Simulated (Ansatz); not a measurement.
The same path of H7W (8 atoms, charge 0, multiplicity 2) was run 3 times with different band settings.

Level of theory: UKS LDA/def2-SVP (Ansatz 0.2.0).

Relaxed end points:

```xyz
8
Properties=species:S:1:pos:R:3
W 0.098 -0.098 -0.213
H -0.311 0.312 1.570
H 1.515 0.382 0.584
H -0.075 1.426 0.497
H -1.427 0.074 0.498
H -0.382 -1.516 0.583
H 0.257 -0.257 -1.982
H 0.324 -0.323 1.642
```

```xyz
8
Properties=species:S:1:pos:R:3
W 0.123 -0.129 -0.193
H -0.266 -0.371 1.651
H 1.547 0.396 0.573
H -0.171 1.396 0.450
H -1.375 0.288 0.448
H -0.534 -1.507 0.556
H 0.278 -0.286 -1.959
H 0.399 0.214 1.654
```

Common settings: movable images 7; climbing image yes; spring 5.0 eV/Å²; optimiser quadratic models (default); force threshold 0.03 eV/Å; iteration limit 60; end points relaxed.

| run | start path |
| --- | --- |
| 1 | through a guess of the saddle point |
| 2 | straight line |
| 3 | straight line |

**Question.** What does each run give, and how far can it be trusted?

**Answer.** Run 1: converged after 21 iterations, highest image 0.000 eV above the first end. The highest image is an end point: on this band no image between the ends rises above it.
Run 2: converged after 9 iterations, highest image 0.000 eV above the first end. The highest image is an end point: on this band no image between the ends rises above it.
Run 3: converged after 9 iterations, highest image 0.000 eV above the first end. The highest image is an end point: on this band no image between the ends rises above it.
